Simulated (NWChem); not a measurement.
System: SiH₂OBrCl; SMILES O[SiH](Cl)Br

```xyz
6

Si    -0.4922     0.5991     0.4350
O     -1.9082     0.9166    -0.3324
Cl     0.9666     1.9376    -0.1269
Br     0.2399    -1.4358    -0.0532
H     -0.7439     0.7051     1.8831
H     -1.9297     0.8888    -1.2947
```
Atoms are numbered in this order, from 1.

All runs: NWChem. The geometry was optimised at PBE0/def2-SVP. Level M06-2X/def2-SVP: energy and gradient on several grids; changes count from the extra-fine grid, which is no exact limit either.

```json
[
 {"grid": "xcoarse", "size of the energy change (μHa)": "6000", "largest change of a gradient component (μHa/bohr)": "4000", "time, medium = 1 (rough)": "about 1"},
 {"grid": "coarse", "size of the energy change (μHa)": "70", "largest change of a gradient component (μHa/bohr)": "400", "time, medium = 1 (rough)": "about 1"},
 {"grid": "medium", "size of the energy change (μHa)": "< 10", "largest change of a gradient component (μHa/bohr)": "400", "time, medium = 1 (rough)": "about 1"},
 {"grid": "fine", "size of the energy change (μHa)": "< 10", "largest change of a gradient component (μHa/bohr)": "50", "time, medium = 1 (rough)": "about 1"},
 {"grid": "xfine", "size of the energy change (μHa)": "< 10", "largest change of a gradient component (μHa/bohr)": "< 30", "time, medium = 1 (rough)": "2"}
]
```
